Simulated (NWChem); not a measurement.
Species: GaH$_{3}$O$_{2}$; SMILES [OH][GaH][OH]

```xyz
6

Ga    -0.3364    -0.0107     0.0000
H     -1.8945    -0.0641     0.0000
O      0.6169    -1.5333     0.0000
H      1.5747    -1.3474     0.0000
O      0.7040     1.4652     0.0000
H      0.1822     2.2884     0.0000
```
Atoms are numbered in this order, from 1.

Computed with NWChem. The geometry was optimised at PBE-D3(BJ)/def2-SVP.

Q: What does the run give for B3LYP/def2-SVP? Quantities: highest occupied level (eV); orbital gap (eV); dipole (D).

A: 
```yaml
highest occupied level (eV): -8.04
orbital gap (eV): 7.37
dipole (D): 1.81
```
